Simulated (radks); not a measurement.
Effect of the nuclear size on neutral nickel, [Ar] 3d8 4s2. Calculated with a radial shooting solver on a logarithmic mesh with Libxc functionals: Dirac Kohn-Sham, LDA (Slater exchange, Perdew-Wang correlation), spin-unpolarised, spherical densities, finite nucleus; open shells fill j = l - 1/2 first; Fermi nuclear charge, rms radius 3.7757 fm. The rms radius is varied about that value; shifts are against it.

rms radius (fm)  total energy shift (eV)  density at nucleus (e/bohr^3)  1s1/2 shift (meV)  2s1/2 shift (meV)  3s1/2 shift (meV)
3.0281                           -0.0562                      1.972e+04              -23.9              -2.21             -0.318
3.5794                           -0.0159                      1.956e+04              -6.76             -0.626             -0.090
3.7757                                 0                      1.951e+04              0.000              0.000              0.000
4.006                             0.0197                      1.945e+04               8.37              0.775              0.111
4.5233                            0.0679                      1.933e+04               28.9               2.68              0.384

Slopes of the eigenvalues against <r^2> in GHz/fm^2, as finite differences over the two radii next to the reference (eigenvalue slopes, not the field-shift constants of lines): 1s1/2 1130, 2s1/2 105, 3s1/2 15.0.
